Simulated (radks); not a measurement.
Re2+, 73 electrons, occupied as [Xe] 4f14 5d5.

Calculated with a radial shooting solver on a logarithmic mesh with Libxc functionals: Dirac Kohn-Sham, LDA (Slater exchange, Perdew-Wang correlation), spin-unpolarised, spherical densities, point nucleus; open shells are shared between the two j in proportion to 2j + 1.

Energy parts (Ry):
| part | energy |
|---|---|
| total | -33414.3046 |
| kinetic | 37786.6394 |
| electron-nucleus | -83531.0842 |
| Hartree | 12975.5916 |
| exchange-correlation | -645.4513 |

Orbitals (lengths in bohr, moments of r in powers of bohr; <r^-3> diverges for s and p1/2):
\begin{tabular}{lrrrr}
orbital & occ. & eigenvalue (Ry) & <1/r> & <r^-3> \\ \hline
1s1/2 & 2 & -5256.659 & 88.74 & - \\
2s1/2 & 2 & -911.8691 & 21.63 & - \\
2p1/2 & 2 & -872.7827 & 21.60 & - \\
2p3/2 & 4 & -767.0703 & 18.04 & 17090 \\
3s1/2 & 2 & -212.0093 & 7.938 & - \\
3p1/2 & 2 & -194.5403 & 7.855 & - \\
3p3/2 & 4 & -171.5892 & 6.932 & 3886 \\
3d3/2 & 4 & -142.1763 & 6.829 & 673.9 \\
3d5/2 & 6 & -137.1908 & 6.613 & 570.4 \\
4s1/2 & 2 & -45.16543 & 3.344 & - \\
4p1/2 & 2 & -37.88201 & 3.235 & - \\
4p3/2 & 4 & -32.50964 & 2.911 & 909.7 \\
4d3/2 & 4 & -20.53625 & 2.699 & 138.9 \\
4d5/2 & 6 & -19.54364 & 2.623 & 115.0 \\
5s1/2 & 2 & -7.49879 & 1.309 & - \\
5p1/2 & 2 & -5.28869 & 1.180 & - \\
5p3/2 & 4 & -4.47257 & 1.064 & 135.5 \\
4f5/2 & 6 & -4.45477 & 2.181 & 21.60 \\
4f7/2 & 8 & -4.26984 & 2.149 & 20.57 \\
5d3/2 & 2 & -1.64027 & 0.7434 & 10.52 \\
5d5/2 & 3 & -1.56750 & 0.7179 & 8.448 \\
\end{tabular}

The highest occupied level is 5d5/2 at -21.327 eV. For comparison, the ionisation energy in NIST's Atomic Spectra Database is 27 eV (theoretical). In exact Kohn-Sham theory the highest level is minus the ionisation energy, but local and semilocal functionals leave it too shallow, through self-interaction and a potential that decays too fast; potentials with the right tail come closer. Summed over all electrons, <r^2> = 42.45 bohr^2, which gives a Langevin (diamagnetic) susceptibility term of -33.6 x 10^-6 cm^3/mol. The density falls to 0.001 e/bohr^3 at r = 3.71 bohr.

Beside tabulated values, note that spin-unpolarised runs miss the spin-polarisation part of the exchange energy of open shells.
